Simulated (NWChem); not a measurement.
Program: NWChem. System: H3BN, charge 0, spin multiplicity 2, at a geometry optimised with UPBE0/def2-SVP. The structure started from a generated list of species. Its SCF solution wasn't tested for a lower state. Level: UB3LYP/def2-TZVP, VWN1-RPA local correlation.

Job file:

```
start mol
memory heap 200 mb stack 900 mb global 1100 mb
geometry units angstroms nocenter noautoz
  B     -0.781884     0.351445     0.000000
  N      0.514144    -0.115086     0.000000
  H     -1.771112    -0.342482     0.000000
  H      0.757219    -1.102534     0.000000
  H      1.324305     0.493393     0.000000
  symmetry group Cs
end
basis spherical
  * library def2-tzvp
end
dft
  xc b3lyp
  odft
  mult 2
  semidirect memsize 60000000 filesize 0
  iterations 100
end
task dft energy
```

NWChem printed:

```
             Northwest Computational Chemistry Package (NWChem) 7.3.0
             --------------------------------------------------------

                                NWChem Input Module
                                -------------------

 Scaling coordinates for geometry "geometry" by  1.889725989
 (inverse scale =  0.529177249)

 Turning off AUTOSYM since
 SYMMETRY directive was detected!

                             Geometry "geometry" -> ""
                             -------------------------

 Output coordinates in angstroms (scale by  1.889725989 to convert to a.u.)

  No.       Tag          Charge          X              Y              Z
 ---- ---------------- ---------- -------------- -------------- --------------
    1 B                    5.0000    -0.78188400     0.35144500     0.00000000
    2 N                    7.0000     0.51414400    -0.11508600     0.00000000
    3 H                    1.0000    -1.77111200    -0.34248200     0.00000000
    4 H                    1.0000     0.75721900    -1.10253400     0.00000000
    5 H                    1.0000     1.32430500     0.49339300     0.00000000

 Effective nuclear repulsion energy (a.u.)      27.7282369953

            Nuclear Dipole moment (a.u.)
            ----------------------------
        X                 Y               Z
 ---------------- ---------------- ----------------
    -0.0000000000     0.0000000000     0.0000000000

      Symmetry information
      --------------------

 Group name             Cs
 Group number              2
 Group order               2
 No. of unique centers     5

      Symmetry unique atoms

     1    2    3    4    5


 Summary of "ao basis" -> "" (spherical)
 ------------------------------------------------------------------------------
       Tag                 Description            Shells   Functions and Types
 ---------------- ------------------------------  ------  ---------------------
 *                         def2-tzvp                  on all atoms

                                 NWChem DFT Module
                                 -----------------

 Summary of "ao basis" -> "ao basis" (spherical)
 ------------------------------------------------------------------------------
       Tag                 Description            Shells   Functions and Types
 ---------------- ------------------------------  ------  ---------------------
 B                         def2-tzvp                11       31   5s3p2d1f
 N                         def2-tzvp                11       31   5s3p2d1f
 H                         def2-tzvp                 4        6   3s1p

 Summary of "ao basis" -> "ao basis" (spherical)
 ------------------------------------------------------------------------------
       Tag                 Description            Shells   Functions and Types
 ---------------- ------------------------------  ------  ---------------------
 B                         def2-tzvp                11       31   5s3p2d1f
 N                         def2-tzvp                11       31   5s3p2d1f
 H                         def2-tzvp                 4        6   3s1p

      Symmetry analysis of basis
      --------------------------

        a'         57
        a"         23

            General Information
            -------------------
          SCF calculation type: DFT
          Wavefunction type:  spin polarized.
          No. of atoms     :     5
          No. of electrons :    15
           Alpha electrons :     8
            Beta electrons :     7
          Charge           :     0
          Spin multiplicity:     2
          Use of symmetry is: on ; symmetry adaption is: on
          Maximum number of iterations: 100
          AO basis - number of functions:    80
                     number of shells:    34
          Convergence on energy requested:  1.00D-06
          Convergence on density requested:  1.00D-05
          Convergence on gradient requested:  5.00D-04

              XC Information
              --------------
                         B3LYP Method XC Potential
                     Hartree-Fock (Exact) Exchange  0.200
                        Slater Exchange Functional  0.800 local
                    Becke 1988 Exchange Functional  0.720 non-local
              Lee-Yang-Parr Correlation Functional  0.810
                  VWN I RPA Correlation Functional  0.190 local

             Grid Information
             ----------------
          Grid used for XC integration:  medium
          Radial quadrature: Mura-Knowles
          Angular quadrature: Lebedev.
          Tag              B.-S. Rad. Rad. Pts. Rad. Cut. Ang. Pts.
          ---              ---------- --------- --------- ---------
          B                   0.85       49           8.0       434
          N                   0.65       49           8.0       434
          H                   0.35       45          10.0       434
          Grid pruning is: on
          Number of quadrature shells:   233
          Spatial weights used:  Erf1

          Convergence Information
          -----------------------
          Convergence aids based upon iterative change in
          total energy or number of iterations.
          Levelshifting, if invoked, occurs when the
          HOMO/LUMO gap drops below (HL_TOL):  1.00D-02
          DIIS, if invoked, will attempt to extrapolate
          using up to (NFOCK): 10 stored Fock matrices.

                    Damping( 0%)  Levelshifting(0.5)       DIIS
                  --------------- ------------------- ---------------
          dE  on:    start            ASAP                start
[...]
     4     -0.204312  1 B  s                 63     -0.176492  3 H  s
    37     -0.175592  2 N  px                 9      0.143923  1 B  px
    65     -0.142008  3 H  s                  3     -0.140166  1 B  s
    40     -0.119989  2 N  px                76     -0.090680  5 H  s

 Vector    7  Occ=1.000000D+00  E=-3.178054D-01  Symmetry=a"
              MO Center=  3.1D-01, -4.4D-02,  2.7D-16, r^2= 1.2D+00
   Bfn.  Coefficient  Atom+Function         Bfn.  Coefficient  Atom+Function
  ----- ------------  ---------------      ----- ------------  ---------------
    39      0.394607  2 N  pz                42      0.340153  2 N  pz
    45      0.288207  2 N  pz                 8      0.180541  1 B  pz
    11      0.105572  1 B  pz                14      0.054827  1 B  pz

 Vector    8  Occ=1.000000D+00  E=-1.892250D-01  Symmetry=a'
              MO Center= -7.8D-01,  7.3D-01, -5.2D-15, r^2= 1.8D+00
   Bfn.  Coefficient  Atom+Function         Bfn.  Coefficient  Atom+Function
  ----- ------------  ---------------      ----- ------------  ---------------
     7      0.381172  1 B  py                 4      0.334764  1 B  s
    10      0.333178  1 B  py                 5      0.242741  1 B  s
    13      0.219000  1 B  py                71      0.181259  4 H  s
     3      0.152083  1 B  s                 65     -0.150356  3 H  s
    64     -0.123035  3 H  s                 36     -0.116134  2 N  s

 Vector    9  Occ=0.000000D+00  E=-6.866888D-03  Symmetry=a"
              MO Center= -7.5D-01,  3.3D-01,  4.1D-13, r^2= 2.9D+00
   Bfn.  Coefficient  Atom+Function         Bfn.  Coefficient  Atom+Function
  ----- ------------  ---------------      ----- ------------  ---------------
    14      0.602120  1 B  pz                45     -0.418927  2 N  pz
    11      0.388067  1 B  pz                 8      0.330563  1 B  pz
    39     -0.222039  2 N  pz                42     -0.170671  2 N  pz

 Vector   10  Occ=0.000000D+00  E= 1.947348D-02  Symmetry=a'
              MO Center=  9.3D-01, -4.2D-01,  1.0D-13, r^2= 4.8D+00
   Bfn.  Coefficient  Atom+Function         Bfn.  Coefficient  Atom+Function
  ----- ------------  ---------------      ----- ------------  ---------------
    36      2.304904  2 N  s                 71     -0.938418  4 H  s
    77     -0.895067  5 H  s                  5     -0.788512  1 B  s
    12     -0.408961  1 B  px                 9     -0.402114  1 B  px
    13      0.273000  1 B  py                34      0.213640  2 N  s
     4     -0.187179  1 B  s                 10      0.138019  1 B  py

 Vector   11  Occ=0.000000D+00  E= 6.719778D-02  Symmetry=a'
              MO Center=  6.4D-01, -1.6D-01, -2.4D-14, r^2= 6.1D+00
   Bfn.  Coefficient  Atom+Function         Bfn.  Coefficient  Atom+Function
  ----- ------------  ---------------      ----- ------------  ---------------
    77     -1.432313  5 H  s                 71      1.334507  4 H  s
    44      1.093505  2 N  py                13     -0.619940  1 B  py
    12     -0.440764  1 B  px                 5      0.375375  1 B  s
     4     -0.358694  1 B  s                 43      0.350530  2 N  px
    65     -0.263716  3 H  s                 38      0.200960  2 N  py

                     DFT Final Beta Molecular Orbital Analysis
                     -----------------------------------------

 Vector    5  Occ=1.000000D+00  E=-5.140732D-01  Symmetry=a'
              MO Center=  5.1D-01, -2.8D-01,  2.2D-16, r^2= 9.9D-01
   Bfn.  Coefficient  Atom+Function         Bfn.  Coefficient  Atom+Function
  ----- ------------  ---------------      ----- ------------  ---------------
    38      0.337676  2 N  py                41      0.243845  2 N  py
    70     -0.227047  4 H  s                 69     -0.172408  4 H  s
     3      0.145886  1 B  s                 37     -0.115757  2 N  px
     6      0.112411  1 B  px                44      0.112560  2 N  py
    76      0.084174  5 H  s                  2     -0.081656  1 B  s

 Vector    6  Occ=1.000000D+00  E=-3.784602D-01  Symmetry=a'
              MO Center= -1.3D+00, -6.5D-02, -8.1D-16, r^2= 1.4D+00
   Bfn.  Coefficient  Atom+Function         Bfn.  Coefficient  Atom+Function
  ----- ------------  ---------------      ----- ------------  ---------------
     6      0.273102  1 B  px                64     -0.252659  3 H  s
     4     -0.191758  1 B  s                 63     -0.182088  3 H  s
    37     -0.158253  2 N  px                65     -0.151619  3 H  s
     9      0.143195  1 B  px                 3     -0.133449  1 B  s
    40     -0.106503  2 N  px                76     -0.087923  5 H  s

 Vector    7  Occ=1.000000D+00  E=-3.175958D-01  Symmetry=a"
              MO Center=  3.5D-01, -5.9D-02, -6.9D-16, r^2= 1.1D+00
   Bfn.  Coefficient  Atom+Function         Bfn.  Coefficient  Atom+Function
  ----- ------------  ---------------      ----- ------------  ---------------
    39      0.402204  2 N  pz                42      0.346425  2 N  pz
    45      0.295525  2 N  pz                 8      0.165444  1 B  pz
    11      0.087032  1 B  pz                14      0.051603  1 B  pz

 Vector    8  Occ=0.000000D+00  E=-4.718560D-02  Symmetry=a'
              MO Center= -7.7D-01,  8.4D-01,  1.4D-15, r^2= 2.6D+00
   Bfn.  Coefficient  Atom+Function         Bfn.  Coefficient  Atom+Function
  ----- ------------  ---------------      ----- ------------  ---------------
     5      0.562238  1 B  s                 13      0.359147  1 B  py
    71      0.356503  4 H  s                 36     -0.318005  2 N  s
     7      0.303232  1 B  py                65     -0.249174  3 H  s
     4      0.242015  1 B  s                 10      0.203446  1 B  py
     3      0.128694  1 B  s                 70      0.118011  4 H  s

 Vector    9  Occ=0.000000D+00  E= 8.437906D-03  Symmetry=a"
              MO Center= -8.0D-01,  3.0D-01,  2.1D-14, r^2= 3.2D+00
   Bfn.  Coefficient  Atom+Function         Bfn.  Coefficient  Atom+Function
  ----- ------------  ---------------      ----- ------------  ---------------
    14      0.682111  1 B  pz                45     -0.415236  2 N  pz
    11      0.340061  1 B  pz                 8      0.314853  1 B  pz
    39     -0.211499  2 N  pz                42     -0.162548  2 N  pz
    21     -0.041804  1 B  d -1

 Vector   10  Occ=0.000000D+00  E= 2.205699D-02  Symmetry=a'
              MO Center=  8.9D-01, -3.9D-01, -2.0D-14, r^2= 5.0D+00
   Bfn.  Coefficient  Atom+Function         Bfn.  Coefficient  Atom+Function
  ----- ------------  ---------------      ----- ------------  ---------------
    36      2.289070  2 N  s                 77     -0.964827  5 H  s
    71     -0.880775  4 H  s                  5     -0.705053  1 B  s
    12     -0.409337  1 B  px                 9     -0.390706  1 B  px
    13      0.356178  1 B  py                34      0.207870  2 N  s
     4     -0.184750  1 B  s                 10      0.143121  1 B  py

   alpha - beta orbital overlaps
   -----------------------------

   alpha      1      2      3      4      5      6      7      8      9     10
    beta      1      2      3      4      5      6      7      8      9     10
 overlap   1.000  1.000  1.000  0.939  0.939  0.996  0.999  0.972  0.997  0.993

   alpha     11     12     13     14     15     16     17     18     19     20
    beta     11     12     13     14     15     16     17     18     19     20
 overlap   0.996  0.980  0.996  0.997  0.902  0.890  0.996  0.991  0.997  0.993

   alpha     21     22     23     24     25     26     27     28     29     30
    beta     21     22     23     24     25     26     27     28     29     30
 overlap   0.990  0.990  0.977  0.990  0.970  0.997  0.996  0.899  0.877  0.976

   alpha     31     32     33     34     35     36     37     38     39     40
    beta     31     32     33     34     35     36     37     38     39     40
 overlap   0.998  0.998  0.948  0.951  0.997  1.000  0.997  0.998  0.999  0.992

   alpha     41     42     43     44     45     46     47     48     49     50
    beta     41     42     43     44     46     45     47     48     49     50
 overlap   0.983  0.997  0.982  0.963  0.979  0.995  0.974  0.994  0.996  0.988

   alpha     51     52     53     54     55     56     57     58     59     60
    beta     51     52     53     54     55     56     57     58     59     60
 overlap   0.993  1.000  0.999  0.986  0.985  0.998  0.975  0.982  0.998  0.996

   alpha     61     62     63     64     65     66     67     68     69     70
    beta     61     62     63     64     65     66     67     68     69     70
 overlap   0.996  0.997  0.999  1.000  0.999  0.999  1.000  1.000  1.000  1.000

   alpha     71     72     73     74     75     76     77     78     79     80
    beta     71     72     73     74     75     76     77     78     79     80
 overlap   1.000  0.998  0.998  1.000  1.000  1.000  1.000  1.000  1.000  1.000

     --------------------------
     Expectation value of S2:
     --------------------------
      <S2> =      0.7523 (Exact =     0.7500)

 center of mass
 --------------
 x =  -0.07384555 y =   0.08752667 z =   0.00000000

 moments of inertia (a.u.)
 ------------------
          10.976626246251          12.051003101073           0.000000000000
          12.051003101073          56.765760809940           0.000000000000
           0.000000000000           0.000000000000          67.742387056190

     Multipole analysis of the density
     ---------------------------------

     L   x y z        total         alpha         beta         nuclear
     -   - - -        -----         -----         ----         -------
     0   0 0 0     -0.000000     -8.000000     -7.000000     15.000000

     1   1 0 0      0.781932      1.171296     -0.389364     -0.000000
     1   0 1 0     -0.450459     -0.995826      0.545367      0.000000
     1   0 0 1     -0.000000     -0.000000     -0.000000      0.000000

     2   2 0 0     -9.549722    -25.354366    -21.231305     37.035949
     2   1 1 0      0.643550      4.074824      1.436175     -4.867448
     2   1 0 1     -0.000000     -0.000000     -0.000000      0.000000
     2   0 2 0    -10.078449    -11.708407     -6.535614      8.165572
     2   0 1 1      0.000000     -0.000000      0.000000      0.000000
     2   0 0 2    -10.856890     -6.113640     -4.743249      0.000000

 Task  times  cpu:        3.6s     wall:        3.6s

 Total times  cpu:        3.7s     wall:        3.7s
```
